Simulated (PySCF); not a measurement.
Computed IR spectrum (relative IR intensity) of a molecule CH₅Cl₂NSi. Geometry optimised at PBE0-D3(BJ)/def2-SVP. One conformer was computed; it need not be the lowest. Method: PySCF with PBE0-D3(BJ)/def2-SVP. Frequencies are harmonic and unscaled.

Lines under 2 % of the strongest are left out, and lines within 2 cm⁻¹ are merged.

| ν (cm⁻¹) | relative intensity |
|---|---|
| 280 | 6.0 |
| 315 | 5.7 |
| 452 | 37 |
| 536 | 78 |
| 589 | 88 |
| 785 | 100 |
| 826 | 56 |
| 860 | 88 |
| 1098 | 13 |
| 1175 | 77 |
| 1398 | 55 |
| 1451 | 7.5 |
| 1465 | 6.2 |
| 1497 | 8.9 |
| 2301 | 59 |
| 3025 | 43 |
| 3108 | 16 |
| 3140 | 11 |
| 3637 | 28 |

Task: Which molecule gave these data?
A. NC[SiH](Cl)Cl
B. C[Si](N)(Cl)Cl
C. CN[SiH](Cl)Cl

Result: C, CN[SiH](Cl)Cl
